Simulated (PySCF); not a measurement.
C5H13BGeO: core ionisation energies

Compound: C₅H₁₃BGeO.
Z-matrix (Å and degrees, PBE0-D3(BJ)/def2-SVP geometry), rows numbered from 1:
```
Ge
O   1  1.7972
B   2  1.3601  1  127.61
C   3  1.5795  2  118.43  1   175.69
C   4  1.5310  3  113.60  2   152.09
C   5  1.5258  4  112.35  3    44.52
C   6  1.5259  5  112.36  4   -59.90
C   7  1.5326  6  112.54  5    59.99
H   1  1.5337  2  104.50  3  -173.76
H   1  1.5379  2  109.02  3    66.87
H   1  1.5387  2  109.01  3   -54.68
H   4  1.1097  3  104.72  2   -89.16
H   4  1.1020  3  111.35  2    24.15
H   5  1.1031  4  110.89  3   167.97
H   5  1.1055  4  109.34  3   -75.90
H   6  1.1027  5  109.87  4   177.78
H   6  1.1063  5  109.39  4    61.74
H   7  1.1030  6  109.99  5  -176.05
H   7  1.1053  6  108.42  5   -60.86
H   8  1.1046  3  113.20  2   -25.06
H   8  1.1100  3  104.91  2    88.96
```

Method used: delta-SCF UKS SCAN, pcX-2 on the ionised atom, pcseg-1 elsewhere, spin-free X2C (PySCF). Each binding energy is the total energy of the core-ionised species, with the hole localised on one atom, minus that of the ground state; both are solved self-consistently, so orbital relaxation is included.

**Question.** What binding energy does each computed site have?

**Answer.** 
| atom(s) | bonded to | level | binding energy (eV) | above the level's lowest (eV) | count |
| --- | --- | --- | --- | --- | --- |
| O2 | B and Ge | O 1s | 537.42 | 0.00 | 1 |
| C6 | 2 C and 2 H | C 1s | 290.16 | +0.70 | 1 |
| C5/C7 | 2 C and 2 H | C 1s | 290.15 | +0.69 | 2 |
| C4/C8 | C, 2 H and B | C 1s | 289.46 | 0.00 | 2 |
| B3 | O and 2 C | B 1s | 195.67 | 0.00 | 1 |

The listed C 1s values span 0.70 eV, from C4/C8 (bonded to C, 2 H and B) to C6 (bonded to 2 C and 2 H). The values 290.15 and 290.16 eV lie too close for their order to be trusted.

**Question.** Express the binding energy of B 1s of B3 in atomic units and per mole.

**Answer.** 195.67 eV = 7.1907 Eh = 18879 kJ/mol.

Topologically equivalent atoms share the value of their first member; where this conformer doesn't relate them by symmetry, their own values could differ. No level of germanium is listed. Geometry: PBE0-D3(BJ)/def2-SVP, one conformer, isolated molecule.
